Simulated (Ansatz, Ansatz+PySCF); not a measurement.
```xyz
2

Cu    0.0000    0.0000    0.0000
O     0.0000    0.0000    2.4080
```

Basis set: def2-SVP (spherical functions). Charge 0, multiplicity 2.

Computed with Ansatz (development build ahead of 0.2.0); each method stands on the lowest determinant of its kind that the runs found.

The atomization energy at this shape (free ground-state atoms in the same class of orbitals less the molecule, no zero-point energy) of doublet CuO:

```json
{"method": "PBE0 (unrestricted)", "atomization energy": "32.25 kcal/mol"}
```

What does UHF give?

1.66 kcal/mol. Caution: the shape is not the minimum; the unrestricted determinant is spin contaminated.
